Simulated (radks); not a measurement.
Effect of the nuclear size on neutral neon, [Ne]. All-electron calculation, Dirac Kohn-Sham, relativistic LDA (MacDonald-Vosko exchange, VWN5 correlation), spin-unpolarised, spherical densities, finite nucleus; Fermi nuclear charge, rms radius 3.0055 fm. Program: a radial shooting solver on a logarithmic mesh with Libxc functionals. The rms radius is varied about that value; shifts are against it.

rms radius (fm)  total energy shift (eV)  density at nucleus (e/bohr^3)  1s1/2 shift (meV)
2.5276                         -0.000344                          639.5             -0.142
2.7861                         -0.000165                            639             -0.068
3.0055                                 0                          638.7              0.000
3.1438                          0.000110                          638.5              0.045
3.5615                          0.000474                          637.9              0.195

Slopes of the eigenvalues against <r^2> in GHz/fm^2, as finite differences over the two radii next to the reference (eigenvalue slopes, not the field-shift constants of lines): 1s1/2 12.9.
